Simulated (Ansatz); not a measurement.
Start from `[OH][GeH]([Cl])[Cl]` and change one atom or group to get `[Cl][GeH]([Cl])[GeH3]`.

Ansatz, PBE0-D4/def2-TZVP geometries, multiplicity 1. Each molecule was computed in one conformer, which needn't be the lowest.

Scalar relativity is left out up to krypton.

```json
{"property": "size of the dipole moment (B3LYP/def2-TZVPP) / D", "`[OH][GeH]([Cl])[Cl]`": "0.58"}
{"property": "HOMO–LUMO gap (PBE0/def2-TZVPP) / eV", "`[OH][GeH]([Cl])[Cl]`": "8.44"}
{"property": "HOMO–LUMO gap (ωB97M-V/def2-TZVPP) / eV", "`[OH][GeH]([Cl])[Cl]`": "12.75"}
{"property": "HOMO energy (B3LYP/def2-TZVPP) / eV", "`[OH][GeH]([Cl])[Cl]`": "-8.92"}
{"property": "HOMO energy (ωB97M-V/def2-TZVPP) / eV", "`[OH][GeH]([Cl])[Cl]`": "-11.51"}
{"property": "LUMO energy (PBE0/def2-TZVPP) / eV", "`[OH][GeH]([Cl])[Cl]`": "-0.78"}
```

Question: Give the same properties after the change, and the shifts. (An estimate is asked.)

Answer: The calculation gave: 
```csv
property,`[Cl][GeH]([Cl])[GeH3]`,shift
size of the dipole moment (B3LYP/def2-TZVPP) / D,2.56,1.98
HOMO–LUMO gap (PBE0/def2-TZVPP) / eV,7.33,-1.11
HOMO–LUMO gap (ωB97M-V/def2-TZVPP) / eV,11.28,-1.47
HOMO energy (B3LYP/def2-TZVPP) / eV,-8.02,0.90
HOMO energy (ωB97M-V/def2-TZVPP) / eV,-10.28,1.23
LUMO energy (PBE0/def2-TZVPP) / eV,-0.91,-0.13
```

With PBE0 the HOMO rises by 0.98 eV and the LUMO falls by 0.13 eV, so the gap narrows by about 1.11 eV. PBE moves the HOMO by 0.65 eV and ωB97M-V by 1.23 eV. The zero-point energy changes by 25.1 kJ/mol with +6 modes. Dipoles are sizes alone; their direction can turn.

B3LYP here is the variant with VWN-RPA as its local correlation; programs differ in this.
